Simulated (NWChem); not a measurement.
WO₂BrCl; SMILES [O]=[W](=[O])([Cl])[Br]

All runs: NWChem. Geometry: optimised at PBE-D3(BJ)/def2-SVP. Not confirmed as a minimum by frequencies. def2 effective core potentials on W; no spin-orbit coupling.

Question: What does the run give for LDA (Slater exchange, VWN5)/def2-SVP? Quantities: highest occupied level (eV); orbital gap (eV); dipole (D).

Answer: 
```
Property                     Value
---------------------------  -----
highest occupied level (eV)  -8.18
orbital gap (eV)              3.95
dipole (D)                    2.08
```
